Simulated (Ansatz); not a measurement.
`[F][In@H-]1[OH+][In@@H-]([F])[OH+]1` at its PBE0-D4/def2-TZVP geometry, where that method's forces vanish. Charge 0, multiplicity 1. In takes the def2 core potential.

```tsv
atom	x (Å)	y (Å)	z (Å)
F1	2.5366	-0.8669	0.2894
In2	1.4884	0.7306	-0.1101
O3	-0.1131	0.5155	1.2966
In4	-1.6506	-0.1906	-0.0178
F5	-1.6468	-2.0947	0.4121
O6	-0.0140	-0.0924	-1.3968
H7	2.0433	2.2886	-0.4414
H8	0.0983	-0.1372	1.9724
H9	-2.9759	0.8157	-0.2936
H10	0.2338	-0.9685	-1.7108
```

(1) For each bond, give half the difference of the two atoms' forces along it (eV/Å; positive pushes the atoms apart) under PBE-D4, r2SCAN-D4, B3LYP-D4, ωB97M-V in def2-TZVPP. (Estimate.)

Answers

(1) Computed: 
```tsv
bond	length (Å)	PBE-D4	r2SCAN-D4	B3LYP-D4	ωB97M-V
F1–In2	1.952	0.39	0.07	0.24	0.08
In2–O3	2.142	0.17	0.05	0.16	0.03
In2–O6	2.142	0.17	0.05	0.16	0.03
In2–H7	1.687	-0.16	-0.09	-0.16	-0.12
O3–In4	2.142	0.17	0.05	0.16	0.03
O3–H8	0.963	0.35	0.04	-0.04	-0.04
In4–F5	1.952	0.39	0.07	0.24	0.08
In4–O6	2.142	0.17	0.05	0.16	0.03
In4–H9	1.687	-0.16	-0.09	-0.16	-0.12
O6–H10	0.963	0.35	0.04	-0.04	-0.04
```

B3LYP here is the variant with VWN-RPA as its local correlation; programs differ in this.
